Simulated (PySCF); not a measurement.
Match the calculated data to a structure.

All candidates are C2H11ClO2Si3.

| technique | computed result |
| --- | --- |
| 1H NMR | chemical shifts (computed TMS as zero) by class: 5.43 (1 H), 5.27 (1 H), 5.25 (3 H), 4.99 (1 H), 4.23 (1 H), 3.99 (1 H), 1.33 (3 H) ppm [GIAO PBE0/pcSseg-1] |
| 13C NMR | chemical shifts (computed TMS as zero) by class: 61.5 (1 C), 20.2 (1 C) ppm [GIAO PBE0/pcSseg-1] |
| Rotational structure | rotational constants A, B, C: 1.148, 0.581, 0.424 GHz [GFN2-xTB] |
| Dipole | 3.06 D [PBE0/pcSseg-1] |
| NMR, other nuclei | isotropic shieldings of nuclei other than C and H, by class: 259 (1 O), 294 (1 O), 378 (1 Si), 392 (1 Si), 398 (1 Si), 1078 (1 Cl) ppm [GIAO PBE0/pcSseg-1] |

The electronic properties come from PySCF, for the isolated species, density fitting. Levels stand in brackets. Isolated species at its GFN2-xTB geometry (one conformer only). GFN2-xTB frequencies show an imaginary mode (22i cm⁻¹), so this geometry is no minimum at that level. NMR classes are plain means over equivalent atoms (diastereotopic ones count apart unless rotation or inversion swaps them), as if these changed places fast.

**Question.** Which candidate is it?
A. `CCO[Si@@H](O[SiH3])[SiH2]Cl`
B. `CCO[Si@H](O)[SiH2][SiH2]Cl`
C. `O[SiH2]CO[Si@@H](Cl)C[SiH3]`

**Answer.** A. It is `CCO[Si@@H](O[SiH3])[SiH2]Cl`. Numbering: `[CH3:1][CH2:2][O:3][Si@@H:4]([O:5][SiH3:6])[SiH2:7][Cl:8]`. Its formula, C2H11ClO2Si3, gives 0 degrees of unsaturation, so no ring and no π bond. 2 carbons fall into 2 classes; from least to most shielded: sp3 carbon bound to oxygen [C2] (61.5 ppm), methyl carbon [C1] (20.2 ppm). Hydrogen classes from least to most shielded: 1 H on an oxygen-bound silicon, Si4 (5.43 ppm), 1 H on a chlorine-bound silicon, Si7 (5.27 ppm), 3 H on an oxygen-bound silicon, Si6 (5.25 ppm), 1 H on a chlorine-bound silicon, Si7 (4.99 ppm), 1 H on an sp3 carbon bound to oxygen, C2 (4.23 ppm), 1 H on an sp3 carbon bound to oxygen, C2 (3.99 ppm), 3 H on a methyl carbon, C1 (1.33 ppm). The other shieldings belong to: 259 ppm, silyl ether oxygen [O3]; 294 ppm, siloxane oxygen [O5]; 378 ppm, oxygen-bound silicon [Si4]; 392 ppm, oxygen-bound silicon [Si6]; 398 ppm, chlorine-bound silicon [Si7]; 1078 ppm, silicon-bound chlorine [Cl8]. The optimised geometry has point group C1 and is an asymmetric top.

The others, at the same levels:
- `O[SiH2]CO[Si@@H](Cl)C[SiH3]` fails: its computed 13C shifts are 63.6 (1 C), -0.5 (1 C) ppm, 1H shifts are 5.44 (1 H), 5.17 (1 H), 4.72 (1 H), 3.98 (3 H), 3.96 (1 H), 3.89 (1 H), 3.61 (1 H), 0.44 (1 H), -0.18 (1 H) ppm and rotational constant A is 1.557 GHz (against 1.148 GHz).
- `CCO[Si@H](O)[SiH2][SiH2]Cl` fails: its computed 1H shifts are 5.61 (1 H), 5.60 (1 H), 5.52 (1 H), 4.43 (1 H), 4.17 (1 H), 3.21 (1 H), 3.19 (1 H), 3.08 (1 H), 1.37 (3 H) ppm, rotational constant A is 1.548 GHz (against 1.148 GHz) and smallest rotational constant is 0.476 GHz (against 0.424 GHz).

Each candidate is one conformer, not necessarily the lowest. Dipoles, sizes and rotational constants follow the conformer. The torsions of the flexible species, by atom-mapped SMILES:
- `[CH3:1][CH2:2][O:3][Si@@H:4]([O:5][SiH3:6])[SiH2:7][Cl:8]`: C1–C2–O3–Si4 -158°, C2–O3–Si4–O5 47°, O3–Si4–O5–Si6 60°, O3–Si4–Si7–Cl8 168°

The conformers of `O[SiH2]CO[Si@@H](Cl)C[SiH3]` and `CCO[Si@H](O)[SiH2][SiH2]Cl` aren't listed.
